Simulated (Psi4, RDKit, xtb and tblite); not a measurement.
Relaxed torsion scan: SMILES [GeH3][CH2]C (C2H8Ge), singlet. Scanned: dihedral H4–C1–C2–Ge3; all other coordinates were relaxed at GFN2-xTB. Heavy atoms are numbered in the order of the SMILES C[CH2][GeH3], hydrogens after them in the order of the atoms that carry them; the mirror image has the same energies with the sign of each dihedral reversed.

- MP2/cc-pVTZ = DF-MP2 (frozen core)/cc-pVTZ // GFN2-xTB (Psi4)
- UFF // GFN2-xTB (RDKit)
- GFN2-xTB (xtb and tblite)

Energies in kcal/mol, each method relative to its own lowest point.

| φ / ° | MP2/cc-pVTZ | UFF | GFN2-xTB |
|---|---|---|---|
| 0 | 2.98 | 3.60 | 2.62 |
| 10 | 2.74 | 3.33 | 2.42 |
| 20 | 2.12 | 2.64 | 1.88 |
| 30 | 1.34 | ___ | 1.21 |
| 40 | 0.64 | ___ | 0.58 |
| 50 | 0.17 | 0.23 | 0.15 |
| 60 | 0.00 | 0.00 | 0.00 |
| 70 | 0.18 | 0.23 | ___ |
| 80 | 0.66 | 0.84 | 0.60 |
| 90 | 1.37 | ___ | 1.23 |
| 100 | 2.13 | 2.62 | ___ |
| 110 | 2.74 | 3.32 | 2.42 |

Problem. What belongs in the gaps?

Solution. 
- 30, UFF: 1.72
- 40, UFF: 0.85
- 70, GFN2-xTB: 0.16
- 90, UFF: 1.71
- 100, GFN2-xTB: 1.90
